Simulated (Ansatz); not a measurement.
Molecule: CH6GeN, charge 0, multiplicity 2. It need not be the lowest isomer of its formula. 
Structure (B3LYP-D3(BJ)/def2-TZVP (Ansatz, a quantum-chemistry and plane-wave program) minimum search):
```xyz
9

C     -2.0635     0.2113    -0.3679
N     -0.9228    -0.6511    -0.4489
Ge     0.7059     0.0423     0.1650
H     -1.8690     1.2542    -0.6572
H     -2.4128     0.2497     0.6778
H     -2.8910    -0.1805    -0.9662
H      1.8191    -0.5992    -0.6747
H      0.7516     1.5841     0.0491
H      0.8532    -0.3729     1.6422
```
Charge 0, spin multiplicity 2.

Parts of the frozen-core correlation energy in aug-cc-pVDZ (Ansatz, hartree). Frozen orbitals: 16; correlated occupied orbitals by spin: 10 and 9; virtual: 110 and 111. Open shells are spin-unrestricted. Spin-orbit coupling is left out. No relativistic terms.

```csv
term,value
reference (HF),-2171.10202
MP2 opposite-spin,…
MP2 same-spin,-0.08410
CCSD correlation,…
(T),…
T1 diagnostic,0.016
largest doubles amplitude,0.013
<S^2> of the reference,0.764
```

Task: Complete the blanks.

Result: 
- MP2 opposite-spin, value: -0.31457
- CCSD correlation, value: -0.45195
- (T), value: -0.01380
